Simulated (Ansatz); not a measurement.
Steps of a relaxation of CH$_{7}$ClGeOSi, SMILES `CO[SiH](Cl)[GeH3]` with RKS PBE0-D4/def2-TZVP.

```sh
$ ansatz run in.yaml --threads 2 --pin off --events-out ev --progress --plain --max-ram 20480MiB --backend cuda --devices 0, --max-vram 18GiB
```

```yaml
crystal:
  periodic: [false, false, false]
  atoms:
    - {symbol: C, position_ang: [0.564479, 1.779603, 0.980779]}
    - {symbol: O, position_ang: [0.995717, 0.979841, -0.105491]}
    - {symbol: Si, position_ang: [0.820496, -0.684840, -0.170037]}
    - {symbol: Cl, position_ang: [2.161317, -1.352325, -1.610417]}
    - {symbol: Ge, position_ang: [-1.379036, -1.288304, -0.889887]}
    - {symbol: H, position_ang: [-0.546822, 1.851983, 1.033992]}
    - {symbol: H, position_ang: [0.967166, 2.804079, 0.841887]}
    - {symbol: H, position_ang: [0.932022, 1.394557, 1.961142]}
    - {symbol: H, position_ang: [1.200954, -1.292729, 1.157488]}
    - {symbol: H, position_ang: [-2.449376, -0.682994, 0.060623]}
    - {symbol: H, position_ang: [-1.564454, -2.828052, -0.909304]}
    - {symbol: H, position_ang: [-1.625363, -0.736020, -2.316974]}
basis:
  gaussian: {orbitals: def2-TZVP}
hamiltonian: {xc: pbe0, dispersion: d4}
relax: {f_tol: 0.005, max_steps: 150}
```

Positions (Å) and forces (eV/Å) along the path, 10 of 14 steps:

```xyz
12
step=1 energy=-80102.9135 eV
C     0.564    1.780    0.981   -0.144    0.225    0.387
O     0.996    0.980   -0.105   -0.150   -0.881    0.170
Si    0.820   -0.685   -0.170    0.300    0.802   -0.034
Cl    2.161   -1.352   -1.610   -0.315    0.177    0.400
Ge   -1.379   -1.288   -0.890   -0.142   -0.031   -0.054
H    -0.547    1.852    1.034    0.592   -0.088   -0.094
H     0.967    2.804    0.842   -0.185   -0.580    0.014
H     0.932    1.395    1.961   -0.165    0.153   -0.565
H     1.201   -1.293    1.157   -0.061    0.157   -0.329
H    -2.449   -0.683    0.061    0.174   -0.088   -0.129
H    -1.564   -2.828   -0.909    0.050    0.234    0.017
H    -1.625   -0.736   -2.317    0.046   -0.080    0.217
12
step=2 energy=-80102.9660 eV
C     0.563    1.766    0.977   -0.078    0.097    0.143
O     1.003    0.975   -0.105   -0.109   -0.608    0.002
Si    0.803   -0.670   -0.175    0.246    0.606    0.066
Cl    2.146   -1.331   -1.577   -0.029   -0.009    0.003
Ge   -1.381   -1.281   -0.886   -0.034    0.009    0.002
H    -0.536    1.836    1.008    0.186   -0.017   -0.015
H     0.969    2.775    0.845   -0.064   -0.167    0.019
H     0.915    1.371    1.943   -0.048    0.049   -0.175
H     1.195   -1.272    1.133   -0.069    0.035   -0.050
H    -2.434   -0.680    0.066    0.007   -0.016   -0.026
H    -1.546   -2.810   -0.895    0.008    0.038    0.003
H    -1.620   -0.734   -2.302   -0.015   -0.017    0.028
12
step=3 energy=-80102.9755 eV
C     0.552    1.748    0.970    0.007    0.034    0.010
O     1.002    0.965   -0.112    0.039   -0.154   -0.032
Si    0.825   -0.664   -0.179   -0.070    0.207    0.004
Cl    2.159   -1.334   -1.579    0.021   -0.028   -0.006
Ge   -1.371   -1.258   -0.874    0.030   -0.029   -0.019
H    -0.540    1.806    0.997   -0.042   -0.007   -0.005
H     0.949    2.754    0.842    0.009    0.045    0.005
H     0.906    1.354    1.928    0.012   -0.022    0.036
H     1.183   -1.258    1.137    0.031   -0.025    0.013
H    -2.430   -0.663    0.070   -0.001    0.016    0.032
H    -1.532   -2.784   -0.877   -0.022   -0.043   -0.004
H    -1.624   -0.722   -2.288   -0.014    0.006   -0.034
12
step=4 energy=-80102.9773 eV
C     0.557    1.754    0.974   -0.009    0.031    0.019
O     1.012    0.969   -0.106    0.001   -0.026   -0.027
Si    0.819   -0.653   -0.180   -0.006   -0.007   -0.005
Cl    2.153   -1.334   -1.577    0.018   -0.008   -0.010
Ge   -1.372   -1.268   -0.880    0.004    0.012   -0.007
H    -0.536    1.817    0.991   -0.018   -0.002   -0.004
H     0.959    2.759    0.852    0.006    0.018   -0.001
H     0.901    1.355    1.934    0.008   -0.013    0.015
H     1.181   -1.255    1.132    0.003   -0.011    0.010
H    -2.423   -0.669    0.072   -0.012    0.005    0.008
H    -1.541   -2.795   -0.883    0.013   -0.003    0.009
H    -1.634   -0.734   -2.296   -0.009    0.004   -0.007
12
step=6 energy=-80102.9774 eV rejected
C     0.553    1.754    0.972   -0.007    0.020    0.010
O     1.019    0.967   -0.102    0.011   -0.031    0.004
Si    0.824   -0.655   -0.181   -0.013   -0.004   -0.038
Cl    2.160   -1.332   -1.578    0.013   -0.005   -0.010
Ge   -1.369   -1.262   -0.878   -0.010    0.005   -0.006
H    -0.540    1.817    0.978   -0.010   -0.003   -0.004
H     0.958    2.759    0.852    0.004    0.013    0.001
H     0.886    1.356    1.936    0.005   -0.008    0.012
H     1.180   -1.275    1.124    0.011    0.013    0.027
H    -2.415   -0.662    0.080   -0.008    0.001    0.005
H    -1.536   -2.790   -0.875    0.005    0.000    0.004
H    -1.643   -0.731   -2.293   -0.001    0.000   -0.003
12
step=9 energy=-80102.9777 eV
C     0.552    1.753    0.972    0.001   -0.008   -0.006
O     1.026    0.966   -0.100    0.001    0.005    0.002
Si    0.826   -0.654   -0.185   -0.002   -0.003    0.001
Cl    2.162   -1.333   -1.582   -0.001    0.001    0.000
Ge   -1.370   -1.259   -0.878   -0.001    0.000    0.001
H    -0.541    1.820    0.966    0.000    0.001    0.001
H     0.962    2.757    0.859    0.000    0.002    0.001
H     0.875    1.350    1.939   -0.001    0.001    0.001
H     1.180   -1.271    1.123    0.004    0.001    0.001
H    -2.415   -0.662    0.083    0.000    0.001   -0.001
H    -1.530   -2.788   -0.869   -0.001    0.000   -0.001
H    -1.651   -0.733   -2.294    0.000    0.000   -0.001
12
step=11 energy=-80102.9777 eV
C     0.546    1.749    0.969   -0.001   -0.004    0.000
O     1.040    0.963   -0.095   -0.002   -0.003   -0.003
Si    0.834   -0.657   -0.186    0.002    0.011    0.014
Cl    2.162   -1.331   -1.592   -0.001   -0.002   -0.004
Ge   -1.367   -1.253   -0.871    0.003   -0.008   -0.002
H    -0.547    1.822    0.938    0.007    0.000    0.000
H     0.963    2.751    0.867   -0.003    0.000    0.003
H     0.844    1.343    1.942   -0.002    0.003   -0.006
H     1.194   -1.280    1.117   -0.002   -0.002   -0.002
H    -2.409   -0.652    0.092    0.001    0.002    0.002
H    -1.531   -2.782   -0.860   -0.001    0.001    0.001
H    -1.650   -0.729   -2.286    0.000    0.003   -0.003
12
step=12 energy=-80102.9777 eV
C     0.544    1.749    0.968   -0.003   -0.002    0.005
O     1.042    0.962   -0.093   -0.002   -0.006   -0.001
Si    0.836   -0.658   -0.185   -0.003    0.007    0.004
Cl    2.160   -1.331   -1.596    0.004   -0.001   -0.001
Ge   -1.366   -1.253   -0.870    0.001   -0.001    0.003
H    -0.549    1.822    0.932    0.010   -0.001    0.000
H     0.963    2.751    0.868   -0.004   -0.002    0.003
H     0.837    1.342    1.942   -0.002    0.003   -0.009
H     1.198   -1.282    1.117    0.000    0.000   -0.003
H    -2.405   -0.649    0.094   -0.003    0.000    0.001
H    -1.534   -2.781   -0.858    0.001    0.003    0.000
H    -1.648   -0.727   -2.285    0.000    0.001   -0.002
12
step=13 energy=-80102.9777 eV
C     0.544    1.749    0.968   -0.002   -0.002    0.003
O     1.040    0.963   -0.095    0.000   -0.003   -0.001
Si    0.835   -0.657   -0.185   -0.001    0.004    0.003
Cl    2.161   -1.331   -1.594    0.001    0.000   -0.001
Ge   -1.366   -1.253   -0.870    0.001   -0.002    0.001
H    -0.548    1.821    0.936    0.005   -0.001    0.000
H     0.962    2.751    0.867   -0.002   -0.001    0.001
H     0.841    1.343    1.942   -0.001    0.002   -0.005
H     1.196   -1.281    1.117    0.000    0.000   -0.001
H    -2.406   -0.650    0.093   -0.001    0.000    0.001
H    -1.534   -2.781   -0.859    0.000    0.001    0.000
H    -1.648   -0.727   -2.285    0.000    0.000   -0.001
12
step=14 energy=-80102.9777 eV
C     0.544    1.748    0.968   -0.002   -0.002    0.002
O     1.041    0.962   -0.095    0.001   -0.001   -0.001
Si    0.835   -0.658   -0.185   -0.001    0.003    0.002
Cl    2.162   -1.332   -1.594    0.000    0.000    0.000
Ge   -1.366   -1.253   -0.870    0.000   -0.001    0.000
H    -0.549    1.820    0.934    0.003    0.000    0.000
H     0.961    2.751    0.867   -0.001    0.000    0.000
H     0.840    1.342    1.941    0.000    0.001   -0.003
H     1.197   -1.282    1.117    0.000    0.000    0.000
H    -2.406   -0.649    0.093    0.000    0.000    0.000
H    -1.534   -2.780   -0.859    0.000    0.000    0.000
H    -1.648   -0.726   -2.285    0.000    0.000    0.000
```

Hardware: 2 threads of an AMD EPYC 7R13 on a shared host and a share of an NVIDIA H100 80 GB. Wall time 27 s, peak host memory 0.9 GiB.
